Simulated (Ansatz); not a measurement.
`C[O][SnH2][SeH]` + H–F → `C[O][SnH2][F]` + H₂Se at 298.15 K and 1 bar (ligand exchange at the Sn–Se bond).

Calculated with Ansatz (gas phase, PBE0-D4/def2-TZVP geometries, no zero-point term in ΔE). CBS: MP2 limit from def2 TZ/QZ plus the TZ coupled-cluster correction, frozen cores. This one scheme is used for every species. Elements past krypton have def2 core potentials. For Se, Sn outer-core shells are correlated without core-valence functions, which leaves a few kJ/mol of doubt a bond. Scalar relativity is left out up to krypton. One conformer a species, not always the lowest.

| species | CCSD(T)/CBS energy (Eh) | H − E (kJ/mol) | S (J/(mol·K)) |
| --- | --- | --- | --- |
| `C[O][SnH2][SeH]` | -2731.58380 | 189.2 | 384.4 |
| H–F | -100.39570 | 33.5 | 173.6 |
| `C[O][SnH2][F]` | -430.07156 | 170.0 | 349.0 |
| H₂Se | -2401.89790 | 45.8 | 219.1 |

H − E and S are ideal-gas, rigid-rotor, harmonic terms from PBE0-D4/def2-TZVP, for one conformer and one mirror image of each species. 1 Eh = 2625.50 kJ/mol, R = 8.31446 J/(mol·K).

By hand: ΔE, ΔH, ΔS and ΔG.

ΔE = (-430.07156) + (-2401.89790) − (-2731.58380) − (-100.39570) = 0.01004 Eh = 26.4 kJ/mol. Δ(H − E) = 170.0 + 45.8 − 189.2 − 33.5 = -6.9, so ΔH = 19.5 kJ/mol. ΔS = 349.0 + 219.1 − 384.4 − 173.6 = 10.1 J/(mol·K). ΔG = 19.5 − 298.15 × (10.1)/1000 = 16.5 kJ/mol.

By hand: the equilibrium constant, and the temperature at which ΔG would vanish if ΔH and ΔS stayed fixed.

log₁₀ K = −ΔG/(RT ln 10) = -2.9. ΔG = 0 at ΔH/ΔS = 1931 K, though so small a ΔS makes that figure unsure.

The number of gas molecules stays the same, so ΔS is small and ΔH decides. A doubt of 5 kJ/mol in ΔE shifts log₁₀ K by 0.9 here. Other conformers and mirror images would add mixing entropy, several J/(mol·K) or more a flexible species. Modes under 60 cm⁻¹, often nearly free rotors, make the harmonic entropy too high. These are equilibria of isolated gas molecules and say nothing of rates. Largest T1 diagnostic: 0.014 (customary marks: 0.02 for closed shells, 0.045 for open ones).
